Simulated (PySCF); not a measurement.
C2H12OSi3, SMILES [Si@@H](OC)(C[SiH3])[SiH3].

The structure is a stationary point at B3LYP-D3(BJ)/def2-SVP. The structure was generated by enumeration; whether it is a known compound was not checked. One conformer was computed; it need not be the lowest.

Computed with B3LYP-D3(BJ)/def2-SVP run with PySCF.

Frequencies are harmonic and unscaled.

```csv
mode,ν (cm⁻¹),IR (km/mol),moving atoms (share of kinetic energy)
1,43,0.4,"H 39 %, Si 39 %, C 21 %"
2,65,1.2,"C 37 %, H 29 %, Si 23 %, O 11 %"
3,84,0.0,"H 84 %, Si 13 %"
4,94,0.3,"H 66 %, Si 22 %, C 9 %"
5,107,0.5,"H 54 %, Si 22 %, C 21 %"
6,121,1.4,"H 43 %, Si 25 %, O 17 %, C 15 %"
7,146,1.0,"H 77 %, Si 13 %"
8,183,3.7,"H 34 %, Si 33 %, C 28 %"
9,231,8.8,"H 28 %, O 27 %, Si 27 %, C 18 %"
10,280,10.4,"O 45 %, Si 33 %, H 14 %"
11,413,6.0,"Si 59 %, H 29 %"
12,474,12.8,H 92 %
13,519,12.6,"H 81 %, Si 13 %"
14,529,10.7,"H 75 %, Si 23 %"
15,557,1.3,"H 55 %, Si 33 %, C 11 %"
16,692,1.8,"H 79 %, C 14 %"
17,721,62.5,"H 45 %, C 34 %, Si 20 %"
18,746,33.6,"C 31 %, H 27 %, Si 26 %, O 16 %"
19,765,110.1,"Si 30 %, H 29 %, O 21 %, C 20 %"
20,807,376.3,"H 71 %, Si 17 %, C 10 %"
21,861,132.6,"H 79 %, C 12 %, Si 8 %"
22,894,56.7,"H 84 %, Si 13 %"
23,943,17.1,H 96 %
24,944,157.3,H 95 %
25,947,146.8,H 95 %
26,956,55.8,H 96 %
27,960,37.1,H 98 %
28,1019,4.5,H 95 %
29,1067,99.3,"H 61 %, C 36 %"
30,1140,255.7,"O 45 %, C 36 %, H 17 %"
31,1175,1.5,"H 77 %, C 19 %"
32,1207,79.6,"H 60 %, C 21 %, O 18 %"
33,1383,4.3,"H 92 %, C 8 %"
34,1473,2.8,H 96 %
35,1476,13.1,H 94 %
36,1478,6.9,"H 90 %, C 8 %"
37,2170,99.2,H 97 %
38,2205,30.3,H 98 %
39,2211,82.5,H 96 %
40,2218,196.9,H 97 %
41,2219,54.3,H 96 %
42,2220,124.0,H 97 %
43,2224,96.1,H 96 %
44,2979,75.4,H 97 %
45,3030,1.8,H 95 %
46,3044,44.4,"H 90 %, C 10 %"
47,3091,0.7,"H 91 %, C 9 %"
48,3100,34.7,"H 91 %, C 9 %"
```
